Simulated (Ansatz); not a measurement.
`BC#CBO` + `CBS` → `BSBC` + `C#CBO`  (ligand exchange at a B–C bond)

Computed with Ansatz on PBE0-D4/def2-TZVP structures; ΔE is electronic, products minus reactants. CCSD(T)/CBS adds triple-zeta CCSD(T) − MP2 to the extrapolated MP2 energy (def2 sets, frozen cores). DFT in def2-TZVPP. One conformer a species, not always the lowest.

`BC#CBO`:

```xyz
9

B    -1.223   -1.430    1.705
C    -0.477   -0.569    0.744
C     0.127    0.131   -0.055
B     0.924    1.035   -0.973
O     0.692    1.001   -2.304
H    -2.237   -1.032    2.194
H    -0.803   -2.512    1.982
H     1.748    1.765   -0.497
H     1.248    1.610   -2.795
```

`CBS`:

Cartesian coordinates in Å:
```
C 0.507 0.735 0.645
B -0.374 -0.108 -0.325
S 0.021 -1.821 -0.615
H -0.119 1.146 1.446
H 0.905 1.607 0.114
H 1.341 0.197 1.100
H -1.318 0.363 -0.888
H -0.965 -2.119 -1.477
```

`BSBC`:

```xyz
10

B    -1.418    0.258   -1.954
S    -0.369    1.087   -0.765
B     0.198   -0.255    0.318
C     1.144    0.041    1.513
H    -1.587   -0.919   -1.889
H    -1.927    0.933   -2.795
H    -0.188   -1.359    0.074
H     0.659   -0.286    2.441
H     1.447    1.082    1.625
H     2.042   -0.583    1.431
```

`C#CBO`:

```xyz
7

C     0.445   -0.557   -1.672
C     0.010   -0.316   -0.573
B    -0.550   -0.020    0.818
O     0.005    0.920    1.614
H     0.825   -0.774   -2.644
H    -1.496   -0.609    1.246
H     0.761    1.357    1.211
```

**Question.** Is it downhill or uphill in electronic energy at CCSD(T)/CBS, and by how much? (Best estimate.)

**Answer.** The calculation gave: Downhill: ΔE = -14.8 kJ/mol.

**Question.** What do these levels give: BLYP-D4, r2SCANh-D4, BHLYP, CCSD/def2-SVP, CCSD(T)/def2-SVP, HF/def2-QZVPP? (Best estimate.)

**Answer.** The calculation gave: BLYP-D4 2.9, r2SCANh-D4 -2.2, BHLYP -1.7, CCSD/def2-SVP -9.6, CCSD(T)/def2-SVP -9.3, HF/def2-QZVPP -3.8 kJ/mol.

**Question.** What do rigid-rotor, harmonic-oscillator terms from PBE0-D4/def2-TZVP frequencies (298.15 K, 1 bar) make of the CCSD(T)/CBS value? (An estimate is asked.)

**Answer.** The calculation gave: ΔZPE = +3.8 kJ/mol, ΔH = -11.2 kJ/mol, ΔS = 1 J/(mol·K), ΔG = -11.4 kJ/mol.

Largest T1 diagnostic among the species: 0.016.

In def2-TZVPP, CCSD(T) changes the Hartree–Fock value by −9.3 kJ/mol (the triples alone add −1.0 kJ/mol) and MP2 by −14.8 kJ/mol. From BLYP to BHLYP (50 % exact exchange), in def2-TZVPP and without D4, ΔE moves by −8.1 kJ/mol. At CCSD(T), def2-SVP lies +5.6 kJ/mol from the extrapolated value and def2-TZVPP +1.7 kJ/mol.
